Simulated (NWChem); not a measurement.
System: PbHSCl, singlet; SMILES [SH][Pb][Cl]

Here is an NWChem input.

```
start job
memory heap 200 mb stack 900 mb global 1100 mb
geometry units angstroms noautoz
  Pb     0.503749    -0.012267     0.001210
  Cl    -1.102965     1.910917    -0.001116
  S     -1.284390    -1.862724     0.001949
  H     -0.328301    -2.838498     0.002040
end
basis spherical
  Pb library def2-svp
  Cl library def2-svp
  S library def2-svp
  H library def2-svp
end
ecp
  Pb library def2-ecp
end
dft
  xc b3lyp
  iterations 150
  mulliken
end
task dft energy
```

Low-valent species are run as closed-shell singlets; no triplet was tried in these runs. The geometry was optimised at PBE-D3(BJ)/def2-SVP. def2 effective core potentials on Pb; no spin-orbit coupling.

### Question
What results follow from this input? (B3LYP/def2-SVP with def2 effective core potentials on Pb.) Quantities: energy (Ha); highest occupied level (eV); orbital gap (eV); dipole (D).

### Answer
| Quantity | Result |
|---|---|
| energy (Ha) | -1051.78 |
| highest occupied level (eV) | -6.99 |
| orbital gap (eV) | 4.03 |
| dipole (D) | 4.56 |
